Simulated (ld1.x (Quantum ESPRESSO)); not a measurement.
## Before and after: TM potential for copper

* Element: copper (Cu)
* Generator: ld1.x (Quantum ESPRESSO) 7.5
* Type: norm-conserving Troullier–Martins (Kleinman–Bylander form)
* Functional: Wu–Cohen
* Relativity: scalar-relativistic
* Frozen core: [Ar]
* Valence charge: 11
* Reference configuration: 3d10 4s1 4p0
* Partial waves: 4s (bound): rc 2.10 bohr; 3d (bound): rc 1.50 bohr; 4p (bound, empty): rc 3.95 bohr
* Local potential: the p channel
* Core correction: Bessel-smoothed model core inside 0.75 bohr

Change: core correction Bessel-smoothed model core inside 1.32 bohr.

Cutoffs: the cutoffs (Ry, on a coarse ladder) from which the occupation-weighted sum of valence levels, in a spherical-Bessel basis at the reference potential, stays within 10 and 1 mRy of its value at 400 Ry; they do not see the model core or the augmentation charge, which bear on the density cutoff. Errors are all-electron minus pseudo energies relative to the spin-unpolarised reference configuration.

What does the change do?

The potential gets neither clearly harder nor softer (120 Ry and 230 Ry → 120 Ry and 230 Ry); both files keep a bound ghost (s); the errors of the 7 common tests hardly move. A wider model core is smoother and lowers the density cutoff, which this test does not measure.

```tsv
quantity	base	changed
cutoff, loose	120 Ry	120 Ry
cutoff, tight	230 Ry	230 Ry
bound ghosts	s	s
error for 3d10 4s0 4p0, meV [ΔE 8.09 eV]	-16	-15
error for 3d9 4s0 4p0, meV [ΔE 29.43 eV]	-302	-301
error for 3d8 4s0 4p0, meV [ΔE 68.46 eV]	-1580	-1567
error for 3d10 4s0 4p1, meV [ΔE 4.22 eV]	-0.4	-0.2
error for 3d9 4s1 4p0, meV [ΔE 11.63 eV]	-296	-294
error for 3d9 4s1 4p1, meV [ΔE 6.91 eV]	-284	-282
error for 3d10 4s0.5 4p0, meV [ΔE 3.15 eV]	-3.5	-3.4
s: phases at 4.32 bohr within 0.05 rad from the reference energy up to (Ry; the scan ends near 5)	0.7	0.7
p: phases at 4.32 bohr within 0.05 rad from the reference energy up to (Ry; the scan ends near 5)	1.0	1.0
d: phases at 4.32 bohr within 0.05 rad from the reference energy up to (Ry; the scan ends near 5)	n/a	n/a
```

 A true bound ghost makes a file unfit for plane-wave use even where its test errors are small: the radial tests pick states by their node count and pass the ghost by.
